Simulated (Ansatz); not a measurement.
The first iterations of a band of H5NOSi2 (9 atoms, charge 0, multiplicity 1).

These are results of Ansatz 0.2.0, RKS BLYP-D4/def2-SVP, not measurements.

```json
{
  "movable images": "7",
  "climbing image": "yes",
  "spring": "5.0 eV/Å²",
  "optimiser": "quadratic models (default)",
  "start path": "IDPP",
  "force threshold": "0.05 eV/Å",
  "iteration limit": "60",
  "end points": "relaxed"
}
```

First end point:

```xyz
9
Properties=species:S:1:pos:R:3
N -0.779 2.044 -0.981
Si -1.420 0.613 -0.234
O 0.068 -0.165 0.078
Si 0.693 -1.572 0.742
H 0.221 2.233 -1.124
H -1.376 2.799 -1.329
H -0.403 -2.482 1.225
H 1.504 -2.293 -0.293
H 1.582 -1.224 1.900
```

Last end point:

```xyz
9
Properties=species:S:1:pos:R:3
N -0.780 2.046 -0.976
Si -1.420 0.608 -0.242
O 0.069 -0.165 0.075
Si 0.693 -1.573 0.739
H -1.378 2.802 -1.322
H 0.220 2.239 -1.113
H -0.403 -2.482 1.222
H 1.504 -2.295 -0.296
H 1.583 -1.226 1.896
```

| iteration | highest image above the first end (eV) | largest band force component (eV/Å) |
| --- | --- | --- |
| 1 | 0.861 | 0.698 |
| 2 | 0.805 | 0.530 |

Does the band converge within its limit, and where does its top end?

It converged. It ended after 8 iterations with the highest image 0.733 eV above the first end. A vibrational analysis at the climbing image gives one clearly imaginary mode, 495i cm⁻¹: a first-order saddle point.

Run time: 2.2 min on 1 thread of Arm Neoverse V2, with other jobs on the host, peak memory 0.12 GiB.
